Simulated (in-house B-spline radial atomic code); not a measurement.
# Ionising Zr V (Zr4+) with different functionals

Computed with a B-spline radial code for spherical atoms: non-relativistic Hamiltonian, point nucleus, spin-polarised at highest spin, spherical fractional occupations for the functionals, and exact exchange of hybrids averaged over the configuration. The ionisation energy is the difference of two self-consistent energies, [Ar] 3d10 4s2 4p6 → [Ar] 3d10 4s2 4p5, without Breit or QED terms; ε is the level of the shell that loses the electron (its least bound occupied spin orbital). There is no spin-orbit coupling in this Hamiltonian.

```
   method                    rung  ΔSCF (eV)  -ε(4p) (eV)
     PBE0           global hybrid      80.49        74.82
    B3LYP           global hybrid          ?            ?
    TPSSh           global hybrid      80.59        73.68
   M06-2X           global hybrid      80.27        76.83
BHandHLYP           global hybrid      80.42        76.87
  r2SCAN0           global hybrid      80.88        75.29
    B97-1           global hybrid      80.43        74.42
    HSE06  range-separated hybrid      80.44        74.36
    wB97X  range-separated hybrid          ?            ?
CAM-B3LYP  range-separated hybrid      80.42        76.26
  LC-wPBE  range-separated hybrid      80.44        77.75
```

Q: What does wB97X give?

A: ΔSCF 80.27 eV, and -ε(4p) = 77.33 eV.

Q: What does B3LYP give?

A: ΔSCF 80.45 eV, and -ε(4p) = 74.34 eV.

Q: Among the functionals, which spreads more, the ΔSCF values or the orbital energies?

A: The orbital energies: ΔSCF values span about 0.61 eV and the orbital energies 4.07 eV; here energy differences depend much less on the functional than eigenvalues do.

Q: How do they compare with the NIST value?

A: NIST lists 80.35 eV ± 0.007 (semi-empirical, ground level to ground level). Errors run from -0.08 to +0.53 eV; BHandHLYP is closest (+0.07 eV), though others lie within the uncertainty of it, and part of that can be cancellation, since the calculations leave out relativity, Breit-QED terms, multiplet and fine-structure energies.
